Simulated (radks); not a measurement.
Values are calculated unless marked as measured or tabulated.
Task: Ionisation of the strontium ion Sr3+, [Ar] 3d10 4s2 4p5, to Sr4+, [Ar] 3d10 4s2 4p4, under several functionals. Scalar-relativistic Kohn-Sham, spin-polarised, spherical densities, point nucleus; open shells are filled with parallel spins first (spin-orbit coupling, left out, can overturn this in heavy ions); a radial shooting solver on a logarithmic mesh with Libxc functionals. Known Delta-SCF values: RPBE 56.278 eV; exchange-only B88 55.026 eV; XLYP 56.266 eV. What does exchange-only PBE give, and what is its highest occupied eigenvalue?

Result: 54.966 eV by Delta-SCF; the 4p eigenvalue is -48.261 eV. NIST: 56.280 eV (semi-empirical).
